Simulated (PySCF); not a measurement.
Coordinates in bohr (charge 0 multiplicity 4):
```
Tc    0.0000    0.0000   -0.4064
O     0.0000    0.0000    2.7447
H     2.8297    0.0000   -1.8389
H    -2.8297    0.0000   -1.8389
```

These are results of UPBE0/[Tc def2-TZVP with ECP28, O def2-TZVP, H def2-TZVP], scalar-relativistic core potentials, density fitting, no spin–orbit coupling, PySCF, not measurements.

This geometry of H₂TcO is a stationary point at this level.

Q: What is the point group?

A: C2v.

Q: Is it a minimum?

A: No: it has 1 imaginary mode, at 363i cm⁻¹ (b1).

Q: List the harmonic modes with their infrared intensities.

A: 
| symmetry | ω (cm⁻¹) | IR (km/mol) | type |
| --- | --- | --- | --- |
| b1 | 363i | – | bend |
| b2 | 572 | 0.3 | bend |
| a1 | 811 | 12.6 | bend |
| a1 | 1041 | 184 | mixed |
| b2 | 1914 | 233 | stretch |
| a1 | 1929 | 88.7 | stretch |

Q: What are the dipole moment and the gap between the highest occupied and lowest empty levels of either spin?

A: 1.79 D and 3.47 eV.

In C2v the vibrations span b1 + 2b2 + 3a1. Here b1 is antisymmetric to the molecular plane and b2 lies in it.

Other isomers or separated fragments may lie lower. Open d and f shells are described by one determinant, and the ground state may have another occupation or spin. At this level a quartet minimum of Cs symmetry lies 10 kJ/mol below this structure.
